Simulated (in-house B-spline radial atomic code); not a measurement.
**Binding energies in Tb6+**

NIST's tabulated ground configuration is [Kr] 4d10 4f8 5s2 5p3; each binding energy is the energy of the ion with one electron taken from that subshell, relaxed, less that of the parent. Method: Dirac-Hartree-Fock, average of configuration, Fermi nucleus of rms radius 5.06 fm. Calculated with a radial B-spline atomic code at the basis-set limit. Energies include first-order Breit, QED and recoil terms.

```json
{"subshell": "1s", "X-ray name": "K", "binding energy (eV)": "52086.2", "-ε (eV)": "52389.3", "relaxation (eV)": "76.0"}
{"subshell": "2s", "X-ray name": "L1", "binding energy (eV)": "8805", "-ε (eV)": "8874.1", "relaxation (eV)": "42.7"}
{"subshell": "3s", "X-ray name": "M1", "binding energy (eV)": "2058.1", "-ε (eV)": "2084.7", "relaxation (eV)": "21.6"}
{"subshell": "3d3/2", "X-ray name": "M4", "binding energy (eV)": "1365", "-ε (eV)": "1390.1", "relaxation (eV)": "23.5"}
{"subshell": "3d5/2", "X-ray name": "M5", "binding energy (eV)": "1332.1", "-ε (eV)": "1356.2", "relaxation (eV)": "23.1"}
{"subshell": "4s", "X-ray name": "N1", "binding energy (eV)": "494.9", "-ε (eV)": "503.4", "relaxation (eV)": "7.4"}
{"subshell": "4d3/2", "X-ray name": "N4", "binding energy (eV)": "249.4", "-ε (eV)": "255.6", "relaxation (eV)": "6.0"}
{"subshell": "4d5/2", "X-ray name": "N5", "binding energy (eV)": "243.2", "-ε (eV)": "249.1", "relaxation (eV)": "5.8"}
{"subshell": "5s", "X-ray name": "O1", "binding energy (eV)": "128.9", "-ε (eV)": "129.8", "relaxation (eV)": "0.7"}
{"subshell": "5p", "X-ray name": "O2,3", "binding energy (eV)": "102.6", "-ε (eV)": "103.2", "relaxation (eV)": "0.5"}
{"subshell": "4f", "X-ray name": "N6,7", "binding energy (eV)": "90.59", "-ε (eV)": "94.63", "relaxation (eV)": "4.16"}
```

Relaxation = -ε minus the binding energy without Breit, QED and recoil terms.

(1) What does it cost to remove both a 1s and a 4f electron?

(2) What does it cost to remove both a 5s and a 5p electron?

(3) What does it cost to remove both a 2s and a 5p electron?

Answers

(1) 52203 eV, which is 26.48 eV more than the two single binding energies together.

(2) 246.56 eV, which is 15.12 eV more than the two single binding energies together.

(3) 8926.9 eV, which is 19.4 eV more than the two single binding energies together.
